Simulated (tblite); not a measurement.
Record of a relaxation.

Compound: C6H11BCl2O.
Atom-mapped SMILES: `[Cl:1][B:2]([Cl:3])[C@@H:4]1[CH2:5][CH2:6][CH2:7][CH2:8][O:9][CH2:10]1` (hydrogens: H11 on C4; H12, H13 on C5; H14, H15 on C6; H16, H17 on C7; H18, H19 on C8; H20, H21 on C10)

Computed with GFN2-xTB (tblite), gas phase: L-BFGS steps from a force-field or distance-geometry start until the largest atomic force falls under 0.01 eV/Å. 6 of its 87 geometries are shown.

Step 0: E = -895.0644 eV, largest atomic force 2.121 eV/Å
```
atom  x, y, z in Å  |  force x, y, z in eV/Å
Cl1     3.480    0.806   -1.002   -0.552  -1.252   1.374
B2      2.688   -0.388    0.157    1.179  -0.951  -1.484
Cl3     3.498   -2.038    0.478   -0.585   1.914  -0.267
C4      1.123   -0.285    0.388    1.734  -0.249   0.900
C5      0.417   -0.982   -0.730    0.525  -1.202  -1.076
C6     -1.065   -1.045   -0.466   -0.533  -1.207  -0.647
C7     -1.728    0.313   -0.482   -1.309  -0.654  -0.705
C8     -1.645    1.052    0.820   -1.932   0.023   0.343
O9     -0.409    1.134    1.395   -0.165   0.738   1.569
C10     0.655    1.150    0.538    1.666   0.436   0.344
H11     0.878   -0.812    1.343   -0.036   0.353  -0.529
H12     0.648   -0.508   -1.720   -0.310  -0.212   0.783
H13     0.837   -2.010   -0.776   -0.375   0.346  -0.180
H14    -1.504   -1.651   -1.294    0.126   0.277   0.421
H15    -1.291   -1.609    0.467    0.235   0.543  -0.435
H16    -1.351    0.922   -1.308   -0.128  -0.182  -0.003
H17    -2.814    0.099   -0.649    0.603   0.509  -0.114
H18    -2.066    2.061    0.648   -0.031   0.031   0.155
H19    -2.319    0.517    1.545    0.547   0.506  -0.255
H20     0.471    1.619   -0.437    0.108   0.093   0.319
H21     1.489    1.672    1.085   -0.765   0.139  -0.512
```

Step 17: E = -895.8541 eV, largest atomic force 0.085 eV/Å
```
atom  x, y, z in Å  |  force x, y, z in eV/Å
Cl1     3.575    0.727   -0.887   -0.015   0.052   0.024
B2      2.746   -0.457    0.038    0.038  -0.020  -0.058
Cl3     3.600   -1.887    0.464   -0.032   0.038   0.024
C4      1.196   -0.309    0.382   -0.012  -0.022   0.002
C5      0.399   -1.020   -0.736   -0.015   0.037   0.032
C6     -1.107   -1.082   -0.483   -0.011  -0.009   0.016
C7     -1.791    0.284   -0.504    0.039   0.019  -0.008
C8     -1.708    1.061    0.809    0.058   0.000   0.000
O9     -0.432    1.191    1.410   -0.003  -0.031   0.008
C10     0.706    1.143    0.585   -0.055  -0.011   0.009
H11     0.968   -0.828    1.318   -0.008  -0.040   0.044
H12     0.586   -0.500   -1.678   -0.016  -0.030  -0.045
H13     0.773   -2.042   -0.833    0.005   0.017  -0.027
H14    -1.543   -1.694   -1.274   -0.031  -0.048  -0.042
H15    -1.304   -1.582    0.465    0.011   0.018   0.082
H16    -1.370    0.878   -1.316   -0.006   0.022  -0.049
H17    -2.855    0.158   -0.715   -0.004  -0.025  -0.014
H18    -2.129    2.065    0.637    0.032   0.010   0.017
H19    -2.317    0.564    1.571   -0.027   0.009  -0.002
H20     0.532    1.632   -0.379    0.035   0.028  -0.019
H21     1.465    1.716    1.125    0.016  -0.015   0.004
```

Step 34: E = -895.8710 eV, largest atomic force 0.062 eV/Å
```
atom  x, y, z in Å  |  force x, y, z in eV/Å
Cl1     3.563    0.837   -0.819   -0.011  -0.019  -0.007
B2      2.756   -0.431    0.012    0.017  -0.001   0.009
Cl3     3.663   -1.816    0.469   -0.010   0.015  -0.038
C4      1.198   -0.341    0.343   -0.005   0.003   0.012
C5      0.372   -1.034   -0.762    0.018   0.004   0.005
C6     -1.124   -1.087   -0.451    0.011   0.024  -0.001
C7     -1.796    0.283   -0.526    0.001   0.026   0.008
C8     -1.699    1.077    0.778    0.018   0.015   0.018
O9     -0.438    1.109    1.417   -0.021  -0.011   0.021
C10     0.711    1.103    0.606   -0.049   0.004   0.019
H11     0.986   -0.888    1.269    0.042  -0.007   0.040
H12     0.533   -0.517   -1.710   -0.024   0.020  -0.027
H13     0.740   -2.055   -0.877    0.023  -0.032  -0.003
H14    -1.597   -1.752   -1.177    0.007  -0.010   0.004
H15    -1.273   -1.510    0.544   -0.015  -0.024  -0.019
H16    -1.366    0.852   -1.352    0.022   0.009  -0.005
H17    -2.860    0.170   -0.736   -0.023  -0.047  -0.018
H18    -2.043    2.106    0.589    0.026   0.008   0.000
H19    -2.359    0.625    1.526   -0.042   0.046   0.003
H20     0.554    1.650   -0.329    0.018  -0.024  -0.025
H21     1.470    1.637    1.186   -0.004   0.003   0.006
```

Step 52: E = -895.8890 eV, largest atomic force 0.058 eV/Å
```
atom  x, y, z in Å  |  force x, y, z in eV/Å
Cl1     3.508    0.921   -0.832   -0.010   0.008  -0.015
B2      2.761   -0.398   -0.028    0.049  -0.017   0.001
Cl3     3.714   -1.782    0.326    0.014  -0.007  -0.030
C4      1.218   -0.370    0.366   -0.004   0.006  -0.004
C5      0.373   -1.039   -0.741   -0.019  -0.007   0.024
C6     -1.122   -1.093   -0.418   -0.024   0.030  -0.013
C7     -1.806    0.270   -0.542   -0.007   0.034   0.034
C8     -1.701    1.116    0.735    0.035   0.030   0.015
O9     -0.490    0.985    1.445   -0.015   0.016  -0.012
C10     0.688    1.046    0.676   -0.018   0.014   0.020
H11     1.067   -0.957    1.279   -0.042   0.020   0.013
H12     0.520   -0.495   -1.679   -0.009  -0.042   0.001
H13     0.736   -2.058   -0.884    0.030  -0.015  -0.011
H14    -1.590   -1.781   -1.124   -0.007  -0.026   0.001
H15    -1.272   -1.486    0.589    0.021   0.005  -0.031
H16    -1.369    0.810   -1.386   -0.021  -0.013   0.014
H17    -2.868    0.142   -0.756   -0.006  -0.034  -0.012
H18    -1.868    2.174    0.475   -0.016  -0.014   0.013
H19    -2.462    0.814    1.460    0.005  -0.001  -0.058
H20     0.534    1.612   -0.248    0.027   0.017   0.006
H21     1.420    1.586    1.285    0.018  -0.005   0.043
```

Step 69: E = -895.8960 eV, largest atomic force 0.018 eV/Å
```
atom  x, y, z in Å  |  force x, y, z in eV/Å
Cl1     3.455    0.964   -0.855    0.002   0.001   0.000
B2      2.756   -0.384   -0.054   -0.001  -0.002  -0.003
Cl3     3.731   -1.772    0.205   -0.010   0.006  -0.008
C4      1.222   -0.375    0.384    0.001   0.000   0.002
C5      0.374   -1.045   -0.722   -0.001  -0.001  -0.001
C6     -1.122   -1.095   -0.406   -0.005   0.002   0.007
C7     -1.814    0.260   -0.558    0.007   0.014   0.007
C8     -1.698    1.138    0.698   -0.007   0.007   0.007
O9     -0.518    0.965    1.447   -0.012   0.008  -0.011
C10     0.691    1.033    0.728   -0.002  -0.001   0.005
H11     1.083   -0.975    1.291    0.000   0.002   0.006
H12     0.524   -0.513   -1.665   -0.002   0.004  -0.006
H13     0.739   -2.065   -0.857    0.005  -0.004  -0.003
H14    -1.585   -1.801   -1.100   -0.003  -0.007   0.005
H15    -1.272   -1.468    0.607   -0.002  -0.015   0.006
H16    -1.391    0.780   -1.419    0.006  -0.002  -0.003
H17    -2.876    0.110   -0.758    0.013   0.012  -0.002
H18    -1.810    2.197    0.411    0.007  -0.016  -0.003
H19    -2.493    0.891    1.406    0.000  -0.009  -0.009
H20     0.588    1.642   -0.176   -0.006  -0.004   0.002
H21     1.406    1.530    1.393    0.009   0.005   0.003
```

Step 86: E = -895.8966 eV, largest atomic force 0.009 eV/Å
```
atom  x, y, z in Å  |  force x, y, z in eV/Å
Cl1     3.447    0.974   -0.853    0.006   0.001   0.002
B2      2.751   -0.381   -0.061    0.003   0.004   0.000
Cl3     3.722   -1.776    0.172   -0.003   0.002  -0.005
C4      1.220   -0.373    0.388   -0.002  -0.006  -0.003
C5      0.373   -1.048   -0.717   -0.002  -0.005   0.002
C6     -1.123   -1.099   -0.400   -0.001   0.004  -0.002
C7     -1.806    0.259   -0.560    0.000   0.006  -0.002
C8     -1.698    1.138    0.695    0.000   0.001   0.000
O9     -0.522    0.968    1.449    0.000   0.003   0.001
C10     0.689    1.035    0.734   -0.003  -0.004  -0.003
H11     1.085   -0.973    1.295    0.003  -0.004   0.003
H12     0.519   -0.516   -1.661    0.003  -0.003   0.004
H13     0.742   -2.067   -0.852    0.002  -0.006   0.006
H14    -1.587   -1.807   -1.090    0.000  -0.003  -0.002
H15    -1.275   -1.469    0.615    0.008   0.003   0.001
H16    -1.368    0.774   -1.417   -0.001   0.009  -0.002
H17    -2.866    0.119   -0.775   -0.003   0.000   0.003
H18    -1.810    2.195    0.405    0.001   0.003   0.000
H19    -2.497    0.890    1.398   -0.002  -0.006   0.001
H20     0.589    1.646   -0.169   -0.003   0.000  -0.005
H21     1.405    1.528    1.402   -0.005   0.001   0.002
```

**Question.** Summarise the path.

**Answer.** The energy falls by 80.30 kJ/mol from step 0 to step 86; nine tenths of that is first reached at step 7. It falls at every step. The largest force goes from 2.121 to 0.009 eV/Å. Among the bonds B2–Cl3 changes most, from 1.866 to 1.716 Å; the atoms move by 0.250 Å rms after alignment.

**Question.** Follow the three bonds and two angles with the largest change from start to end.

**Answer.** 
```tsv
step	E above end (kJ/mol)	largest force (eV/Å)	B2–Cl3 (Å)	Cl1–B2 (Å)	C4–C5 (Å)	C6–C7–H17 (°)	C4–C10–O9 (°)
0	80.30	2.121	1.866	1.843	1.495	104.8	106.9
4	12.00	0.463	1.699	1.705	1.542	107.9	110.1
7	7.20	0.242	1.715	1.715	1.541	108.6	110.3
11	5.35	0.184	1.718	1.715	1.549	108.9	110.7
15	4.38	0.100	1.718	1.716	1.545	109.5	111.5
19	3.87	0.078	1.718	1.715	1.546	109.5	111.3
22	3.62	0.089	1.717	1.716	1.544	109.2	111.3
26	3.20	0.090	1.718	1.715	1.545	109.3	111.3
30	2.84	0.066	1.715	1.715	1.546	109.5	111.1
34	2.46	0.062	1.718	1.717	1.544	110.2	111.0
37	2.22	0.070	1.716	1.716	1.544	110.1	111.0
41	1.79	0.080	1.717	1.717	1.546	109.7	111.2
45	1.39	0.081	1.716	1.716	1.545	109.6	111.3
49	0.96	0.064	1.717	1.717	1.545	110.0	111.2
52	0.73	0.058	1.717	1.715	1.545	110.3	111.0
56	0.47	0.054	1.715	1.716	1.546	109.9	110.8
60	0.27	0.046	1.718	1.717	1.547	110.0	111.0
64	0.13	0.041	1.716	1.716	1.546	109.6	111.1
67	0.08	0.029	1.717	1.717	1.546	109.6	111.3
71	0.05	0.015	1.716	1.717	1.546	109.7	111.5
75	0.03	0.013	1.716	1.717	1.547	109.8	111.6
79	0.02	0.019	1.716	1.716	1.546	109.8	111.6
82	0.01	0.010	1.716	1.717	1.547	109.8	111.6
86	0.00	0.009	1.716	1.717	1.547	109.9	111.5
```

The cost below is that of the whole relaxation. On one thread, Arm Neoverse V1 (aarch64) (shared host), this took 0.9 s of wall time.
